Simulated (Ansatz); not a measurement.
```yaml
crystal:
  periodic: [false, false, false]
  atoms:
    - {symbol: Ga, position_ang: [0.650879, 1.127007, 0.008471]}
    - {symbol: H, position_ang: [2.217535, 1.069738, 0.053020]}
    - {symbol: H, position_ang: [-0.178597, 2.457546, -0.027162]}
    - {symbol: C, position_ang: [-0.311438, -0.536267, -0.003125]}
    - {symbol: C, position_ang: [-0.921083, -1.594272, -0.011823]}
    - {symbol: H, position_ang: [-1.457296, -2.523752, -0.019391]}
basis:
  gaussian: {orbitals: ANO-RCC-VTZP, final_grid: {core_spheres: 5, valence_spheres: 4, degree: 11}}
hamiltonian: {xc: {name: B3LYP5}}
scf: {omitted_lower_state_checks: [starts]}
```

```sh
$ ansatz run in.yaml --threads 4 --pin off --events-out ev --progress --plain --max-ram 3916MiB
```

Shortened log:

```
Functional definition: B3LYP5
1101 factors; their error is unknown
mean field evaluation 1: about -55008.8391 eV, gradient 5.2e1 eV
mean field evaluation 2: about -54994.3585 eV, gradient 9.1e1 eV
mean field evaluation 4: about -55014.2115 eV, gradient 1.6e1 eV
mean field evaluation 8: about -55014.7626 eV, gradient 3.5e-1 eV
mean field evaluation 16: about -55014.9665 eV, gradient 4.3e-5 eV
mean field -55014.96654660 eV, -2021.7627301039 hartree, gradient 4.3e-5 eV, S^2 0.000000; 0 other end points of the search recorded, 0 dependent functions left out
reference -55014.96675874 eV, -2021.7627378999 hartree; 23, 23 occupied and 122, 122 virtual orbitals, 1101 factors
Total energy: -55014.96675874 eV, -2021.7627378999 hartree
Relativity: scalar
Checks for a lower state left out: starts
```

It took 1.6 s on 4 threads of Arm Neoverse V1 on a shared host.

DK, ANO-RCC and x2c sets are all-electron and run with scalar relativity unless a key says otherwise.
